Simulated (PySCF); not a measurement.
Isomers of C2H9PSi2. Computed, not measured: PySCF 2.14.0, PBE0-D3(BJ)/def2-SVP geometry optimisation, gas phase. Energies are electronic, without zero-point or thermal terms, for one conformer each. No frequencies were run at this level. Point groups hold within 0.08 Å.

Question: Rank from lowest to highest electronic energy at this level (kJ/mol).
A. `[CH2:1]1[CH2:2][SiH2:3][PH:4][SiH2:5]1` with Si5–C1–C2–Si3 -51°, C1–C2–Si3–P4 41°, C2–Si3–P4–Si5 -14°, Si3–P4–Si5–C1 -9°
B. `[SiH3:1]/[CH:2]=[CH:3]\[SiH2:4][PH2:5]` with C2–C3–Si4–P5 91°, C3–Si4–P5–H -43° and 50°

Answer: A (0.0), B (172.2).

As drawn, the higher has a C=C bond outside aromatic rings, which the lower lacks.

```tsv
SMILES	E (Eh)	E rel (kJ/mol)	dipole (D)	point group	A, B, C (MHz)
C1C[SiH2]P[SiH2]1	-1001.18589	0.0	2.04	–	2797, 2565, 1455
[SiH3]/C=C\[SiH2]P	-1001.12028	172.2	1.55	C1	3824, 1114, 992.3
```

Question: How do the relative energies change in single points at PBE0/pcSseg-1 (no added dispersion term) on the same geometries?

Answer: 
```
            SMILES  PBE0-D3(BJ)/def2-SVP (kJ/mol)  PBE0/pcSseg-1 (kJ/mol)  shift
 C1C[SiH2]P[SiH2]1                            0.0                     0.0    0.0
[SiH3]/C=C\[SiH2]P                          172.2                   160.7  -11.5
```

Each column counts from its own lowest isomer. The order is unchanged; the largest shift is 11.5 kJ/mol.
